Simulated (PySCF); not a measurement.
## How the method moves the HOMO and LUMO of `FC1=CCC=C1F`

C5H4F2.
Geometry (PBE0-D3(BJ)/def2-SVP, Å), atoms numbered from 1 in this order:
```
atom  x, y, z in Å
F1     2.459   -0.608   -0.499
C2     1.195   -0.340   -0.231
C3     0.255   -1.157    0.272
C4    -1.011   -0.366    0.388
C5    -0.668    1.004   -0.112
C6     0.627    0.987   -0.468
F7     1.355    1.970   -0.963
H8     0.378   -2.202    0.550
H9    -1.825   -0.818   -0.208
H10   -1.378   -0.338    1.431
H11   -1.353    1.848   -0.171
```

Basis pcSseg-1 throughout (PySCF), one geometry. Isolated species at its PBE0-D3(BJ)/def2-SVP geometry, gas phase.

Task: How do the orbital energies, the gap and the dipole change with the method?

Result: 
| method | kind | HOMO (eV) | LUMO (eV) | gap (eV) | μ (D) | SCF cycles |
| --- | --- | --- | --- | --- | --- | --- |
| BLYP | GGA | -5.44 | -1.49 | 3.96 | 2.35 | 14 |
| B97-D | GGA | -5.57 | -1.57 | 4.00 | 2.43 | 14 |
| KT3 | GGA | -5.61 | -1.60 | 4.01 | 2.34 | 14 |
| PBE | GGA | -5.61 | -1.62 | 3.99 | 2.36 | 14 |
| KT2 | GGA | -5.63 | -1.62 | 4.01 | 2.41 | 15 |
| BP86 | GGA | -5.72 | -1.73 | 3.99 | 2.41 | 14 |
| mPW1PW91 | global hybrid | -6.80 | -0.79 | 6.01 | 2.67 | 14 |

The HOMO spans 1.35 eV, from BLYP down to mPW1PW91, and the gap runs from 3.96 eV (BLYP) to 6.01 eV (mPW1PW91). The dipole ranges from 2.34 D (KT3) to 2.67 D (mPW1PW91). This basis has no diffuse functions.
